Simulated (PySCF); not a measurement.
**ZnF⁻ from Hartree–Fock to correlated methods**

State: ¹Σ⁺ (singlet), closed shell. Set-up: basis Zn def2-SVPD, F def2-SVPD; no relativity; PySCF 2.14. De refers to Zn + F⁻ in their ground configurations, without counterpoise correction. A positive dipole points towards F; it is taken about the centre of mass and depends on that origin.

```
      Level  Re (Å)  ωe (cm⁻¹)  De (eV)  μ (D)
        RHF   1.919        438      n/a   0.13
    RHF-MP2   1.939        410     1.76    n/a
RHF-SCS-MP2   1.945        405     1.69    n/a
   RHF-CCSD   1.935        416      n/a    n/a
RHF-CCSD(T)   1.940        411     1.72    n/a
        PBE   1.953        395     1.75  -0.76
       PW91   1.950        397     1.77  -0.79
     r²SCAN   1.911        436     2.03  -0.23
    r²SCANh   1.908        438     2.00  -0.23
       PBE0   1.929        418     1.79  -0.48
     M06-2X   1.928        429     1.72  -0.35
      ωB97X   1.930        420     1.82  -0.54
```

Problem. Which functional lies closest to RHF-CCSD(T) in De, which farthest, and by how much do they differ from it?

Solution. Closest is M06-2X (-1.2 pm in Re, +4.4 % in ωe, +0.00 eV in De against RHF-CCSD(T) in the same basis), farthest r²SCAN (-2.9 pm in Re, +6.1 % in ωe, +0.31 eV in De). CCSD(T) converges more slowly with the basis than the functionals do and binds too weakly in this one, so the order can change at the basis-set limit.

Problem. What does a quarter of exact exchange do here, going from PBE to PBE0?

Solution. PBE0 less PBE: -2.4 pm in Re, +5.8 % in ωe, +0.04 eV in De. Exact exchange removes part of the self-interaction that spreads semilocal densities, and in most molecules shortens and stiffens the bond and lowers De; here De goes the other way.

Problem. What does second-order correlation do here, going from RHF to RHF-MP2?

Solution. RHF-MP2 less RHF: +2.0 pm in Re, -6.4 % in ωe. Correlation nearly always deepens the well. The bond lengthens, as in strong covalent bonds, where excitations into antibonding orbitals dominate.

Correlated steps freeze 6 core orbitals. Correlated levels converge slowly with the basis: in double zeta they bind strong bonds too weakly, by up to about 1 eV, and carry superposition errors of some tenths. For an ion De counts to the pair picked by the measured ionisation energies or electron affinities, which need not be the lowest pair at this level. The highest Kohn–Sham level is positive in this anion. Much of that is self-interaction error, but it also means that the finite basis helps to hold the extra electron.
